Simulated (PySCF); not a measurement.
Run record: geometry optimisation, `[GeH2]([CH2][GeH2][CH2]Cl)[CH2][SiH3]`.

Method: PBE0-D3(BJ)/def2-SVP geometry optimisation, gas phase (PySCF 2.14.0). Start geometry: GFN2-xTB. The input is one job of a driver script: a line of settings, then coordinates in Å.

Command:
```bash
OMP_NUM_THREADS=1 python probes_run.py task.json out
```

Input:
```
{"job": {"xc": "PBE0", "basis": "def2-SVP", "d3": "d3bj", "grid": 1, "kind": "geom"}, "charge": 0, "multiplicity": 1}
Si    -2.737714    -0.364576    -0.868136
C     -1.213884     0.698425    -1.262852
Ge    -0.430583     1.533280     0.336871
C      0.096746     0.202018     1.692924
Ge     1.277150    -1.190083     0.951237
C      2.850147    -0.380063     0.071194
Cl     3.820826    -1.740878    -0.529881
H     -3.737648     0.458668    -0.182662
H     -2.342537    -1.484021    -0.005151
H     -3.286346    -0.880702    -2.125064
H     -1.487808     1.482487    -1.967906
H     -0.454283     0.085729    -1.749189
H      0.775010     2.370732    -0.038587
H     -1.405487     2.502134     0.966461
H     -0.794397    -0.263353     2.109779
H      0.609408     0.705308     2.512062
H      0.590306    -2.047397    -0.071872
H      1.786915    -2.115184     2.026478
H      2.597614     0.243627    -0.784223
H      3.481418     0.194528     0.745793
```

Output:
```
step   0  E = -5024.05927125  max force = 0.017221
step   1  E = -5024.06384159  max force = 0.005336
step   2  E = -5024.06424219  max force = 0.001241
step   3  E = -5024.06427037  max force = 0.000547
step   4  E = -5024.06428249  max force = 0.000251
optimisation converged
```

Energies in Eh; «max force» is the largest Cartesian gradient component in Eh/bohr.

Q: How much energy does the optimisation release, in eV?

A: E(step 0) − E(last step) = 0.005011 Eh, which is 0.136 eV.

Q: Give the first gradient maximum in eV/Å.

A: With 1 Eh/bohr = 51.422 eV/Å, 0.886 eV/Å.

Main results: final energy -5024.06428 Eh after 4 steps; dipole 1.86 D.

Q: Give the final coordinates.

A: 0.060 Å rms from the input after alignment:
```
atom  x, y, z in Å
Si1   -0.6788   -0.9110   -1.7639
C2     0.8559    0.1126   -2.1220
Ge3    1.6607    0.9587   -0.5472
C4     2.1723   -0.4019    0.7648
Ge5    3.2860   -1.8409    0.0414
C6     4.8453   -1.0588   -0.8699
Cl7    5.8762   -2.3495   -1.5528
H8    -1.7202   -0.0658   -1.1008
H9    -0.3508   -2.0454   -0.8455
H10   -1.2576   -1.4780   -3.0212
H11    0.5997    0.9034   -2.8462
H12    1.6138   -0.5287   -2.6026
H13    2.9198    1.7451   -0.9776
H14    0.6532    1.9478    0.0763
H15    1.2595   -0.8477    1.1919
H16    2.7117    0.0848    1.5930
H17    2.5005   -2.6675   -0.9927
H18    3.7944   -2.7669    1.1616
H19    4.5369   -0.4018   -1.6955
H20    5.4567   -0.4667   -0.1745
```

Q: How long does this job take on one thread, Arm Neoverse V1 (aarch64), shared host with 64 logical CPUs at a one-minute load of 19? And the peak memory of the process?

A: About 2.7 min, with 0.98 GiB resident at the peak, the Python interpreter and its libraries included.
Labels such as C1 count atoms from 1, the log's own numbers from 0.
